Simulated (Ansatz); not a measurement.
Task: Predict a relaxed structure of the cluster AlB3⁺ (the lowest doublet isomer of a short search), charge 1, doublet, at PBE0-D4/def2-TZVP (Ansatz).

Result: 
```tsv
atom	x (Å)	y (Å)	z (Å)
B1	-0.811	0.388	1.122
B2	0.119	-0.075	-0.049
B3	-1.138	0.824	-0.297
Al4	1.829	-1.136	-0.775
```
Point group C2v (tolerance 0.1 Å). This is one stationary point.

The charge 1 doublet is spin-contaminated (final ⟨S²⟩ up to 0.86, 0.75 for a pure state). The relaxation made no stability test and no search for a lower SCF solution. The structure comes from a short search, and lower isomers may exist.
